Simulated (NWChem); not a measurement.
# CH4FGaO; SMILES [OH][Ga]([CH3])[F]

```xyz
8

Ga     0.0474     0.0230    -0.0747
F     -1.3128    -1.0073    -0.5828
C     -0.0869     1.9662     0.0095
H     -0.3400     2.3638    -0.9924
H      0.8726     2.3985     0.3490
H     -0.8928     2.2515     0.7132
O      1.5143    -0.9294     0.3381
H      1.3552    -1.8854     0.2240
```
Atoms are numbered in this order, from 1.

Level: PBE-D3(BJ)/def2-SVP (NWChem), optimised geometry, unscaled harmonic frequencies. 

```csv
frequency (cm⁻¹),IR intensity (km/mol)
45,0.2
141,0.6
164,7.1
187,33.3
389,119.9
560,0.7
667,54.4
692,74.3
712,21.7
735,26.5
820,99.4
1171,3.8
1378,3.0
1381,2.9
2995,0.5
3101,0.2
3116,0.4
3727,56.9
```

The zero-point energy is 31.4 kcal/mol. The thermal correction to the enthalpy at 298.15 K (with zero-point energy) comes out as 36.1 kcal/mol and the heat capacity Cv is 20.6 cal/(mol K). The entropy at 298.15 K and 1 atm (symmetry number 1) is 81.5 cal/(mol K) and the dipole moment is 1.35 D.

Rigid rotor and harmonic oscillator; modes under 100 cm⁻¹ make the entropy uncertain.
